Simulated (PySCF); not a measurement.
## [La(NH2)4]− relaxed at several levels

Computed with PySCF 2.14.0, def2-SVP on the ligands, density fitting, scalar-relativistic core potentials, no spin-orbit coupling, vacuum. Each row is relaxed at its own level from the same template. Distances are means of the shortest metal–ligand contacts, charges and spins Mulliken's; removal energies are rigid, with the ligand's formal charge and no counterpoise, so too large; for an anion taken off a cation in vacuum most of it is the attraction of opposite charges, and multiply charged cations can part far more cheaply with an electron moved from ligand to metal. lcecp potentials hold a fixed number of 4f electrons in the core, out of states, spins and gaps.

```tsv
level	basis on the metal	point group	M–NH2 (Å)	charge on M (e)	HOMO–LUMO gap (eV)	removal of one NH2 (eV)	unstable modes (below −25 cm⁻¹)
PBE0	lcecp-1-SVP with ECP46	S4	2.389	0.74	–	4.98	not given
PBE0	def2-SVP with ECP46	S4	2.400	0.68	4.51	4.95	not given
```

Q: What does the calculation give for TPSS, lcecp-1-SVP with ECP46?

A: point group: S4, M–NH2 (Å): 2.403, charge on M (e): 0.64, removal of one NH2 (eV): 4.92, unstable modes (below −25 cm⁻¹): not given.
```xyz
13

La    0.0000    0.0000    0.0000
N     1.4394    1.3123    1.4077
H     1.4382    1.4965    2.4211
H     2.3084    1.7524    1.0675
N    -1.4393   -1.4077    1.3123
H    -2.3083   -1.0672    1.7527
H    -1.4384   -2.4210    1.4965
N     1.4394   -1.3123   -1.4077
H     2.3084   -1.7524   -1.0675
H     1.4382   -1.4965   -2.4211
N    -1.4393    1.4077   -1.3123
H    -1.4384    2.4210   -1.4965
H    -2.3083    1.0672   -1.7527
```

Moved off a saddle point of the template and relaxed again: PBE0, TPSS, PBE0. One start shape was tried for each, so a minimum needn't be the lowest isomer.
